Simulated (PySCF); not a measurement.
**[Dy(O2)]+ at several levels of theory**

Computed with PySCF 2.14.0 (density fitting, no spin-orbit coupling) at the geometry relaxed with PBE:

```xyz
3
[Dy(O2)]+ (singlet in the valence; each metal's 4f electrons, 9 of them, lie in its core potential, out of spins and levels)
Dy    0.0000    0.0000   -0.1735
O     0.7512    0.0000    1.6533
O    -0.7512    0.0000    1.6533
```

```
level                                    basis    state  HOMO (eV)  gap (eV)  charge on Dy1 (e)  population of f-type functions on Dy1 (polarisation alone where 4f lies in the core)  dipole about the centre of mass (D)  largest force component (eV/Å)
  PBE    Dy lcecp-1-SVP with ECP55, O def2-SVP  singlet     -10.89      2.20               1.31                                                                                  0.07                                 7.17                            0.00
 BP86                                 the same  singlet     -10.99      2.42               1.32                                                                                  0.07                                 7.21                            0.15
  PBE  Dy lcecp-1-TZVP with ECP55, O def2-TZVP  singlet     -10.79      2.17               1.53                                                                                  0.06                                 7.28                            0.36
```

In the lcecp rows the 4f levels are missing from HOMO and gap, and the state counts the valence alone.

Charges are Mulliken's, which hang on the basis. The relaxation used the grid (50, 194), these runs (75, 302) or, all-electron (x2c bases, spin-free X2C Hamiltonian), (99, 590).

A further run in the first row's basis gives HOMO (eV) -15.84, gap (eV) 9.98, charge on Dy1 (e) 1.75, population of f-type functions on Dy1 (polarisation alone where 4f lies in the core) 0.08, dipole about the centre of mass (D) 10.23, largest force component (eV/Å) 1.18. Which level was it?
A. TPSS
B. TPSSh
C. HF

C. The others give HOMO -10.86 eV (TPSS); -11.40 eV (TPSSh).

In the first row's basis the gap widens with exact exchange: 2.2 to 2.4 eV for PBE, BP86, TPSS (none); 3.2 eV for TPSSh (a fixed share); 10.0 eV for Hartree–Fock (rising or full at long range).

An lcecp potential fixes the number of 4f electrons, so in runs with it no electron can move into or out of that shell.
